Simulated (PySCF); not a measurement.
Relaxation of multiplicity-11 Cr₂Te

Level of theory: UPBE0 in PySCF with Te def2-SVP with ECP28, Cr def2-SVP; scalar-relativistic core potentials, no spin–orbit coupling; density-fitted integrals. A (50,194) grid was used.

A hand-made bent start, of C2v symmetry, held to at least that symmetry:

```xyz
3
charge 0 multiplicity 11, angstrom
Te    0.0000    0.0000   -0.6575
Cr    2.1134    0.0000    0.8223
Cr   -2.1134    0.0000    0.8223
```

Q: What forces act on the atoms at the start (eV/Å)?

A: 
```json
{"atom": "Te1", "Fx": "0.00", "Fy": "0.00", "Fz": "-0.31"}
{"atom": "Cr2", "Fx": "-0.01", "Fy": "0.00", "Fz": "0.16"}
{"atom": "Cr3", "Fx": "0.01", "Fy": "0.00", "Fz": "0.16"}
```

Q: What does it relax to?

A: It ends at C2v with Te–Cr 2.598 Å (×2); Cr–Te–Cr 77.0°. No frequency check is given, so it may be a saddle point. Other isomers or separated fragments may lie lower.

Q: How much energy is released, and in how many steps?

A: 11.8 kJ/mol in 9 steps.

With open d or f shells other occupations or spin states may lie lower. Spin–orbit coupling, left out here, can matter for elements this heavy.

The relaxation took roughly 4 core-minutes on a shared host.
